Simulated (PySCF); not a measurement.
B3LYP has the VWN-RPA correlation part, as in Gaussian. 

# [Cd(CH3)(Br)] (charge 0, multiplicity 1)

All values below come from B3LYP-D3(BJ)/def2-TZVP // PBE-D3(BJ)/def2-SVP run with PySCF.

- HOMO = -7.60 eV
- dipole moment = 3.07 D
- HOMO–LUMO gap = 6.28 eV
- LUMO = -1.32 eV
- charge on the central atom (Mulliken) = 0.64 e
- total energy = -75701.99 eV
- cost = about 40 core-seconds (a rough figure)

Bond lengths (Å): Cd1–C2 2.111, Cd1–Br6 2.444, C2–H3 1.107, C2–H4 1.107, C2–H5 1.107. Angles (°): C2–Cd1–Br6 180.0, Cd1–C2–H3 109.5, Cd1–C2–H4 109.5, Cd1–C2–H5 109.5, H3–C2–H4 109.4, H3–C2–H5 109.4, H4–C2–H5 109.4.
Charge 0, spin multiplicity 1.
